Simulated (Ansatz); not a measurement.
Born–Oppenheimer molecular dynamics of BBrClH$_{3}$O (7 atoms, charge 0, multiplicity 1). It starts at the highest image of a converged band. Of that band: Neighbouring images differ by up to 1.2 eV, so the band resolves the path poorly. A vibrational analysis at the climbing image gives one clearly imaginary mode, 467i cm⁻¹: a first-order saddle point.

Level of theory: RHF/def2-SVP in Ansatz 0.2.0.

```
ensemble                      : NVE (velocity Verlet)
time step                     : 0.5 fs
steps asked                   : 200
starting velocities drawn for : 100 K
seed                          : 3000
```

First frame:

```xyz
7
Properties=species:S:1:pos:R:3
B -0.058 0.004 0.091
O -0.138 0.032 1.553
H -0.983 -0.244 1.899
H 1.011 0.107 -0.388
Cl -1.447 -0.663 -0.724
Br -0.250 2.706 0.704
H -0.066 1.088 1.670
```

**Question.** How far do the bonds stretch over the last three quarters of this one trajectory? (Pairs bonded in most of those frames.)

**Answer.** 
```
  bond  mean (Å)  spread (Å)  shortest  longest
 B1–O2     1.369       0.060      1.27     1.45
 B1–H4     1.186       0.012      1.16     1.21
B1–Cl5     1.776       0.026      1.73     1.83
 O2–H3     0.949       0.010      0.93     0.97
Br6–H7     1.514       0.169      1.28     1.88
```

Pairs bonded in part of these frames only: O2–H7 21 %.

Mean temperature of the second half: 1743 K. The conserved energy stayed within 0.55 meV per atom of its start (net change -0.12 meV per atom), so the integration is sound. The kinetic energy rose, since the run started high on the potential surface and went downhill. It ends in pieces (BClH2O + BrH), so much of that is their flight and rotation, not heat. A run of 0.1 ps of so small a system gives no equilibrium averages. The orbitals stay closed-shell, which can raise the energy where a bond breaks towards radicals; this wasn't checked here.

Time of the run: 6.6 min on 1 thread of Arm Neoverse V1, on a shared host, peak memory 0.18 GiB.
